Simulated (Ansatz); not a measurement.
## CH6Sn (SMILES [CH3][SnH3]): name the method

CH6Sn has 8 atoms, charge 0, and is taken as a singlet. As SMILES, `[CH3][SnH3]`. Geometry: relaxed at PBE0-D4/def2-TZVP.

```csv
atom,x (Å),y (Å),z (Å)
C,1.0945,0.3674,-0.1106
Sn,-0.9194,-0.3291,0.0821
H,1.3005,0.6277,-1.1488
H,1.7893,-0.4112,0.2040
H,1.2446,1.2492,0.5123
H,-2.0120,0.8868,-0.4175
H,-1.1567,-1.7164,-0.8878
H,-1.2487,-0.7315,1.7104
```

Orbital energies are those of the mean-field step.

A calculation with Ansatz 0.2.0 gave:

The total energy is -256.0240 Eh, the HOMO energy is -8.14 eV and the LUMO energy is 0.53 eV. The HOMO–LUMO gap is 8.67 eV.

Q: Which of these levels gave the numbers?
A. BLYP/def2-SVP (core potential)
B. HF/def2-SVP (core potential)
C. CCSD(T)/def2-SVP (core potential)
D. B3LYP/def2-SVP (core potential)

A: D. The others give -255.8453 Eh (BLYP/def2-SVP (core potential)), -254.6443 Eh (HF/def2-SVP (core potential)), -254.9673 Eh (CCSD(T)/def2-SVP (core potential)).
